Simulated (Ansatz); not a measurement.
Process, species as SMILES: Cl[Se] (Cl-Se) → Cl atom + Se atom
B3LYP-D3(BJ)/def2-TZVP geometries, fixed; electronic energies without zero-point terms.

Basis-set convergence of the atomisation energy at HF with Ansatz (a quantum-chemistry and plane-wave program). All functions are spherical. Open shells are unrestricted. No added dispersion term, no relativity. Functions are those of the species that has most. Reference: the value in pcseg-4, 26.98 kcal/mol, itself unsure by roughly 0.18 kcal/mol (its mean distance from aug-pcseg-3, aug-cc-pV(Q+d)Z, cc-pV(5+d)Z). Deviations are taken from unrounded values.

```
basis        functions  atomisation energy (kcal/mol)  minus reference (kcal/mol)
-----------  ---------  -----------------------------  --------------------------
pcseg-0             35                           2.48                      -24.51
pcseg-1             45                          20.23                       -6.75
aug-pcseg-1         63                          21.24                       -5.74
pcseg-2             77                          25.55                       -1.44
aug-pcseg-2        109                          26.45                       -0.53
pcseg-3            132                          26.88                       -0.10
aug-pcseg-3        182                          26.93                       -0.05
pcseg-4            216                          26.98                        0.00
```

The smallest set listed that lies within 4 kcal/mol of the reference with all its larger relatives (same family, alike in diffuse functions; a set with none counts only in the reference's own line) is pcseg-2 (77 functions, -1.44 kcal/mol off).
